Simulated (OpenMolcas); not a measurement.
**Lines of Tl+: computed and rescaled rates**

```
Program             : OpenMolcas
Method              : MS-CASPT2, IPEA 0.25 Eh, imaginary shift 0.1 Eh (closed shells correlated: 5d)
Basis               : ANO-RCC-VQZP [9s8p6d4f3g]
Scalar Hamiltonian  : DKH2, point nucleus
Active space        : 2 electrons in 4 orbitals (6s 6p)
State averaging     : 2S+1 = 3 even, 3 roots; 2S+1 = 1 even, 7 roots; 2S+1 = 3 odd, 3 roots; 2S+1 = 1 odd, 3 roots
Spin-orbit coupling : state interaction with AMFI integrals over the reference wave functions, term energies averaged over their components
```

Rates come from the transition moments of the reference wave functions (E1 and E2 in the length form). At fixed line strength A goes as λ^-3 for E1 and M1 and as λ^-5 for E2, so a rate at the computed wavelength can be rescaled to the measured one. Measured vacuum wavelengths follow from level energies in NIST Handbook of Basic Atomic Spectroscopic Data. Branching counts decays inside the model space alone, at computed energies, and the table is only a selection of the E2 and M1 lines, drawn from those between levels with measured partners whose computed energy lies within a factor of 1.5 of the measured one.

```tsv
Upper	Lower	Type	λ computed (nm)	λ measured (nm)	A computed (s-1)	A rescaled (s-1)	Branching %
6s 6p 3P* 2	6s 6p 3P* 1	M1	1341	1071	5.45e+00	1.07e+01	96.5
6s 6p 3P* 2	6s 6p 3P* 1	E2	1341	1071	6.10e-02	1.88e-01	1.1
6s 6p 3P* 2	6s 6p 3P* 0	E2	977.2	814.6	1.36e-01	3.38e-01	2.4
```

The largest correction is for 6s 6p 3P* 2 → 6s 6p 3P* 1 (E2): 6.10e-02 × (1341 / 1071)^5 = 1.88e-01 s-1, a factor of 3.08.

No measured rate stands beside these. Rescaling mends the energy factor alone: line strengths can still be far off where a level mixes with configurations outside the active space, and weak or spin-changing lines hang on small mixing coefficients that depend on the term gaps too, so rescaling need not improve them.

Over all roots computed the reference weight is 0.86 to 0.93; the roots of lowest weight are the least certain, and an intruder state may touch them. Spin-orbit splittings of 6p shells tend to come out small when the coupling is added on scalar orbitals. Computed and measured levels are paired by configuration, term and J; levels that our copy of the source lacks, or whose pairing is in doubt (as where it misses far off the trend of its configuration), stay unpaired. Levels of configurations outside the active space are missing.

* marks odd parity.
